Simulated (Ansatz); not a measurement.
The first iterations of a band of BF2H + Cl (5 atoms, charge 0, multiplicity 2).

Method: Ansatz, UHF/6-31G*.

```json
{
  "movable images": "5",
  "climbing image": "from the first iteration",
  "spring": "5.0 eV/Å²",
  "optimiser": "fire",
  "start path": "through a guess of the saddle point",
  "force threshold": "0.05 eV/Å",
  "iteration limit": "60",
  "end points": "relaxed"
}
```

Image 0:

```xyz
5
Properties=species:S:1:pos:R:3
B 0.000 0.009 -0.353
H 0.000 0.061 0.827
F 1.119 -0.021 -1.024
F -1.119 -0.021 -1.024
Cl 0.000 -0.029 4.804
```

Image 6:

```xyz
5
Properties=species:S:1:pos:R:3
B 0.000 -0.004 -0.488
H 0.000 0.007 2.350
F 1.131 -0.008 -1.125
F -1.131 -0.008 -1.125
Cl 0.000 0.012 3.618
```

| iteration | highest image above the first end (eV) | largest band force component (eV/Å) |
| --- | --- | --- |
| 1 | 1.622 | 3.460 |
| 2 | 1.413 | 3.225 |
| 3 | 1.177 | 3.541 |
| 4 | 1.160 | 2.262 |
| 5 | 1.144 | 0.911 |
| 6 | 1.145 | 0.927 |
| 7 | 1.144 | 0.884 |
| 8 | 1.144 | 0.799 |
| 9 | 1.143 | 0.674 |
| 10 | 1.143 | 0.513 |
| 11 | 1.143 | 0.437 |
| 12 | 1.144 | 0.432 |
| 13 | 1.144 | 0.420 |
| 14 | 1.145 | 0.403 |
| 15 | 1.145 | 0.381 |
| 16 | 1.147 | 0.354 |
| 17 | 1.148 | 0.323 |
| 18 | 1.150 | 0.321 |
| 19 | 1.152 | 0.331 |

Problem. Does the band converge within its limit, and where does its top end?

Solution. It converged. It ended after 59 iterations with the highest image 1.288 eV above the first end. Another band between the same ends (5 images) ends at a top of the same energy, where a vibrational analysis finds 1 clearly imaginary mode.

Run time: 4.6 min on 1 thread of Arm Neoverse V2, with other jobs on the host, peak memory 0.16 GiB.
